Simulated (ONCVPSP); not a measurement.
## Cu: one change to an ONCV potential, before and after

* Element: Cu (Z = 29)
* Generator: ONCVPSP 4.0.1
* Type: optimised norm-conserving Vanderbilt (ONCV)
* Functional: PBE
* Relativity: scalar-relativistic
* Frozen core: [Ne]
* Valence charge: 19
* Reference configuration: 3s2 3p6 3d10 4s0.5 (charge +0.5)
* Partial waves: 3s+4s: rc 0.95 bohr, ncon 4, nbas 8, qcut 11.3 1/bohr, 2 projectors; 3p: rc 0.90 bohr, ncon 4, nbas 8, qcut 18.7 1/bohr, 2 projectors, debl 3.5 Ha; 3d: rc 0.80 bohr, ncon 5, nbas 9, qcut 10.8 1/bohr, 1 projector
* Local potential: polynomial inside 0.70 bohr (lpopt 5, dvloc0 4 Ha)
* Core correction: Teter function, fcfact 4.25, rcfact 1.45

All-electron outer shells of the reference configuration (PBE, scalar-relativistic, ld1.x):

| shell | level (eV) | outermost node (bohr) | outermost maximum (bohr) |
| --- | --- | --- | --- |
| 2p | -920.96 | – | 0.16 |
| 3s | -118.78 | 0.29 | 0.61 |
| 3p | -76.24 | 0.26 | 0.62 |
| 3d | -9.13 | – | 0.60 |
| 4s | -8.10 | 0.89 | 2.19 |

Change: s: qcut 14.5; p: qcut 24; d: qcut 13.8.

Cutoffs: the cutoffs (Ha) at which the residual kinetic energy of the hardest occupied pseudo-wave falls to 1 and 0.1 mHa per electron; they do not see the model core or the augmentation charge, which bear on the density cutoff. Errors are all-electron minus pseudo energies relative to the spin-unpolarised reference configuration.

**Question.** Predict the effect on cutoff, ghosts and configuration errors.

**Answer.** The potential gets softer (456 Ha and 501 Ha → 388 Ha and 464 Ha); a bound ghost appears in p, which as a rule spoils a file; of the 3 tests that both files solve, the error grows in 1 and shrinks in 1 by more than 15 % and 0.3 meV (median size 0.1 → 0.4 meV).

```csv
quantity,base,changed
"cutoff, loose",456 Ha,388 Ha
"cutoff, tight",501 Ha,464 Ha
loose cutoff by channel,"s 54 Ha, p 84 Ha, d 456 Ha","s 71 Ha, p 116 Ha, d 388 Ha"
bound ghosts,none,p
GHOST(+) flags under 300 eV,none,none
tests with a reliable result,3 of 4,3 of 4
"error for 3s2 3p6 3d10 4s0, meV [ΔE 4.99 eV]",0.0,-0.1
"error for 3s2 3p6 3d9 4s0, meV [ΔE 26.32 eV]",-2.0,-1.4
"error for 3s2 3p6 3d9 4s1, meV [ΔE 8.42 eV]",+0.1,+0.4
s: phases at 0.96 bohr within 0.05 rad from the reference energy up to (Ha; the scan ends near 5),to the end of the scan,to the end of the scan
p: phases at 0.91 bohr within 0.05 rad from the reference energy up to (Ha; the scan ends near 5),to the end of the scan,to the end of the scan
d: phases at 0.81 bohr within 0.05 rad from the reference energy up to (Ha; the scan ends near 5),to the end of the scan,to the end of the scan
"rms error of d²Exc/dni dnj with the model core, mHa",1.33,0.93
```

 A true bound ghost makes a file unfit for plane-wave use even where its test errors are small: the radial tests pick states by their node count and pass the ghost by.
